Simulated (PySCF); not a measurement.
A GIAO shielding run with PySCF 2.14 (density fitting, non-relativistic, gas phase) on SMILES N#C[Si@H](/C=C\[SiH3])C1CC1, C₆H₁₁NSi₂:

```
$ OMP_NUM_THREADS=1 python probes_run.py task.json out

{"job": {"kind": "nmr", "xc": "PBE0", "basis": "pcSseg-1"}, "charge": 0, "multiplicity": 1}
N     -0.899766    -1.448552    -3.762014
C     -0.570983    -0.877084    -2.825076
Si    -0.024319     0.047006    -1.288139
C      0.847040    -1.238086    -0.223474
C      1.840025    -1.014268     0.635849
Si     2.691363     0.631184     0.987605
C     -1.592377     0.673326    -0.447262
C     -1.613900     0.896134     1.040720
C     -2.395340    -0.228456     0.452099
H      0.830776     1.151264    -1.737959
H      0.476068    -2.255661    -0.326849
H      2.224974    -1.865873     1.190843
H      3.448891     1.051510    -0.193276
H      1.703144     1.659173     1.328322
H      3.595939     0.425110     2.121524
H     -2.177061     1.381286    -1.024826
H     -2.149060     1.754145     1.420234
H     -0.726619     0.654868     1.608187
H     -2.041904    -1.234762     0.620504
H     -3.472041    -0.151587     0.419952
```

Hardware: 1 thread of an Arm Neoverse V2, shared host. The job also computes population analyses, field gradients, ring-centre shieldings.

**Question.** How large is the calculation?

**Answer.** 82 electrons, 222 basis functions and 1190 auxiliary functions.

**Question.** How long does it take?

**Answer.** 47 s of wall time, with 15 SCF cycles and 5 response iterations. Times on a shared host scatter by some tens of per cent.
